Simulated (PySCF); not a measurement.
# NMR data sheet: C6H4N2

```
Formula                               : C6H4N2
SMILES                                : N#Cc1ccncc1
Point group of the computed structure : C2v
Degrees of unsaturation               : 6
Carbon signals                        : 4
Proton signals                        : 2
```

Bonds (- single, = double, # triple, : aromatic): N1#C2 1.145 Å, C2-C3 1.417 Å, C3:C4 1.395 Å, C4:C5 1.386 Å, C5:N6 1.322 Å, N6:C7 1.322 Å, C7:C8 1.386 Å, C8:C3 1.396 Å. C4 carries H9; C5 carries H10; C7 carries H11; C8 carries H12.

Theoretical values (PySCF 2.14): NMR shieldings at PBE0/pcSseg-1/GIAO, coordinates at the GFN2-xTB level. In vacuum, one averaged value for each set of equivalent atoms, relativity neglected, single conformer.

δ = σ(ref) − σ, references computed at the same level: TMS for ¹H (31.72 ppm), ¹³C (186.93 ppm); NH3 for ¹⁵N (267.73 ppm).

| carbon | δC, type | δH (multiplicity) | HMBC from (2–3 bonds) | span of the C tensor (ppm) |
| --- | --- | --- | --- | --- |
| C2 | 123.1, C | – | H9/H12 | 352 |
| C3 | 125.6, C | – | H10/H11, H9/H12 | 227 |
| C4/C8 | 131.9, CH | 7.65 (d) | H10/H11, H9/H12 | 232 |
| C5/C7 | 156.8, CH | 9.19 (d) | H10/H11, H9/H12 | 231 |

Other nuclei:
```json
{"atoms": "N6", "nucleus": "¹⁵N", "environment": "pyridine-type ring nitrogen", "δ (ppm)": "374.8", "σ (ppm)": "-107.1"}
{"atoms": "N1", "nucleus": "¹⁵N", "environment": "nitrile nitrogen", "δ (ppm)": "324.7", "σ (ppm)": "-57.0"}
```

- Carbon types of the structure: 2 × C, 4 × CH, which accounts for all hydrogens.
- δC 156.8: aromatic CH next to a ring nitrogen; the adjacent pyridine-type nitrogen withdraws density from it.
- δC 131.9: aromatic CH; the aromatic region.
- δC 125.6: substituted aromatic carbon.
- δC 123.1: nitrile carbon; this is the usual window of a C≡N carbon, which has no attached hydrogen.
- δH 9.19: hydrogen on an aromatic CH next to a ring nitrogen; ring current plus the neighbouring ring nitrogen.

Shifts are as computed. Against solution values, carbons near 30 ppm lie about +3 ppm off and those near 130 ppm about +5 ppm. Of 1211 compounds with measured shifts, 218 miss one by over three times the rms of a fit or turn the order of signals round; such compounds aren't used in these exercises. Experimental scales use liquid or dissolved standards, which lie at an offset from isolated NH3 (liquid NH3: subtract about 20 ppm). Unscaled 15N shifts of sp2 nitrogen come out 20 to 40 ppm too high even then. No couplings were computed; multiplicities are counted from neighbouring protons, with m where these are inequivalent, close in shift, in a saturated or five-membered ring or joined by F or P, and br s for small geminal =CH2 splittings.
